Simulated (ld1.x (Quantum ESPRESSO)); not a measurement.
**Before and after: PAW potential for iodine (I)**

I, PAW, made with ld1.x (Quantum ESPRESSO) 7.5 (LDA (PZ), scalar-relativistic). Core [Kr], reference 4d10 5s2 5p5. Waves: 5s (bound): rcut 1.35, rcutus 1.75 bohr; 5s channel at -0.55 Ry: rcut 1.35, rcutus 1.75 bohr; 5p (bound): rcut 1.85, rcutus 2.30 bohr; 5p channel at 0.2 Ry: rcut 1.85, rcutus 2.30 bohr; 4d (bound): rcut 1.05, rcutus 1.30 bohr; 4d channel at -1 Ry: rcut 1.05, rcutus 1.30 bohr. Local part: all-electron potential smoothed inside 1.90 bohr (lloc = -1). Core correction: Bessel-smoothed model core inside 1.05 bohr. Augmentation charge: BESSEL, radius 1.15 bohr.

All-electron outer shells of the reference configuration (LDA (PZ), scalar-relativistic, ld1.x):

```csv
shell,level (eV),outermost node (bohr),outermost maximum (bohr)
4s,-180.16,0.37,0.68
4p,-127.33,0.37,0.72
4d,-50.33,0.35,0.78
5s,-17.65,0.88,1.70
5p,-7.25,0.96,2.02
```

Change: core correction Bessel-smoothed model core inside 1.46 bohr.

Cutoffs: the cutoffs (Ry, on a coarse ladder) from which the occupation-weighted sum of valence levels, in a spherical-Bessel basis at the reference potential, stays within 10 and 1 mRy of its value at 400 Ry; they do not see the model core or the augmentation charge, which bear on the density cutoff. Errors are all-electron minus pseudo energies relative to the spin-unpolarised reference configuration.

**Question.** What does the change do?

**Answer.** The potential gets neither clearly harder nor softer (100 Ry and 160 Ry → 100 Ry and 160 Ry); of the 9 tests that both files solve, the error grows in 0 and shrinks in 2 by more than 15 % and 0.3 meV (median size 2.8 → 2.8 meV); neither file shows a bound ghost. A wider model core is smoother and lowers the density cutoff, which this test does not measure.

```tsv
quantity	base	changed
cutoff, loose	100 Ry	100 Ry
cutoff, tight	160 Ry	160 Ry
bound ghosts	none	none
error for 4d10 5s2 5p4, meV [ΔE 11.30 eV]	-2.8	-2.8
error for 4d10 5s2 5p3, meV [ΔE 31.37 eV]	-6.3	-6.6
error for 4d10 5s2 5p2, meV [ΔE 60.98 eV]	-10	-11
error for 4d10 5s1 5p5, meV [ΔE 22.37 eV]	-2.7	-2.6
error for 4d9 5s2 5p5, meV [ΔE 58.31 eV]	+31	+21
error for 4d9 5s2 5p6, meV [ΔE 45.77 eV]	+70	+58
error for 4d10 5s1 5p6, meV [ΔE 10.51 eV]	+2.4	+2.3
error for 4d10 5s2 5p5 (spin-polarised), meV [ΔE -0.12 eV]	+0.5	+0.5
error for 4d10 5s2 5p4 (spin-polarised), meV [ΔE 10.74 eV]	+0.1	0.0
s: phases at 2.49 bohr within 0.05 rad from the reference energy up to (Ry; the scan ends near 5)	2.4	2.4
p: phases at 2.49 bohr within 0.05 rad from the reference energy up to (Ry; the scan ends near 5)	4.0	4.0
d: phases at 2.49 bohr within 0.05 rad from the reference energy up to (Ry; the scan ends near 5)	to the end of the scan	to the end of the scan
lowest overlap eigenvalue by channel	s 0.42, p 0.52, d 0.77	s 0.42, p 0.52, d 0.77
```
